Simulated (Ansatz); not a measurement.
Compare A (`B1C=NCO1`) with its isomer B (`N=C1BCO1`).

Program: Ansatz. Geometries: PBE0-D4/def2-TZVP. ΔE: electronic, gas phase. CCSD(T)/CBS is the MP2 limit (def2-TZVPP, def2-QZVPP) plus CCSD(T) − MP2 in def2-TZVPP, frozen cores. DFT in def2-TZVPP. Each species was taken in one conformer, which may not be the lowest.

Problem. Which is lower in electronic energy at CCSD(T)/CBS, and by how much? (An estimate is asked.)

Solution. Computed: A, by 242.3 kJ/mol.

Problem. Give E(B) − E(A) in kJ/mol with HF/def2-TZVPP, CCSD(T)/def2-TZVPP, ωB97M-V, BLYP-D4, r2SCAN-D4, MP2/def2-TZVPP, CCSD(T)/def2-SVP. (Best estimate.)

Solution. Ansatz gave: HF/def2-TZVPP 246.5, CCSD(T)/def2-TZVPP 243.6, ωB97M-V 234.9, BLYP-D4 225.8, r2SCAN-D4 232.7, MP2/def2-TZVPP 247.0, CCSD(T)/def2-SVP 260.5. None reverses the order clearly.

Problem. Does the order hold for the free energy at 298.15 K (harmonic terms from PBE0-D4)? (Estimate.)

Solution. Computed: Yes: G(B) − G(A) = +232.2 kJ/mol, for one conformer each.

Largest T1 diagnostic: 0.016.

From PBE to PBE0 (25 % exact exchange), in def2-TZVPP and without D4, E(B) − E(A) moves by +9.6 kJ/mol. Leaving LDA and LC-ωPBE aside and taking each functional with its dispersion term where it has one, the values, not all of them listed here, spread over 21.4 kJ/mol, from revPBE-D4 to BHLYP-D4. LDA lies +14.4 kJ/mol from PBE without D4.
